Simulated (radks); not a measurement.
Ta+, configuration [Kr] 4d10 4f14 5s2 5p5 5d3 6s1 5f1 (not the ground configuration). Calculated with a radial shooting solver on a logarithmic mesh with Libxc functionals: scalar-relativistic Kohn-Sham, PBE, spin-polarised, spherical densities, finite nucleus; open shells are filled with parallel spins first (spin-orbit coupling, left out, can overturn this in heavy ions); Fermi nuclear charge, rms radius 5.3507 fm.

Normalised radial functions P(r) = r R(r), r in bohr:

```
   r/bohr * 4f down, o 5d up, + 5f up (the largest magnitude, 1.27, reaches the edge; | marks zero, & curves that meet)
 0.002216                             &
   0.0031                             &
 0.004304                             &
 0.006022                             &
 0.008427                             &
  0.01179                             &
  0.01637                             &
  0.02291                             &
  0.03206                             &o
   0.0445                             & o
  0.06227                             +* o
  0.08714                             + * o
   0.1219                             +    &
   0.1693                             +  o       *
   0.2369                           o |+                *
   0.3315                      o      |+                       *
   0.4601                      o      |+                         *
   0.6439                             o+                     *
    0.901                             +        o      *
    1.261                            +|        *      o
     1.75                           + |   *           o
    2.449                          +  |*         o
    3.427                        +    *    o
    4.758                       +     * o
    6.657                     +       &
    9.316                      +      &
    13.04                          +  &
     18.1                            +&
    25.32                             &
```

4f down: eigenvalue -41.620 eV, 0 radial nodes, <r> = 0.630 bohr, 90 % of the charge inside 1.05 bohr. 5d up: eigenvalue -18.815 eV, 2 radial nodes at r = 0.215, 0.648 bohr, <r> = 1.86 bohr, 90 % of the charge inside 2.84 bohr. 5f up: eigenvalue -2.618 eV, 1 radial node at r = 0.948 bohr, <r> = 7.77 bohr, 90 % of the charge inside 11.5 bohr.
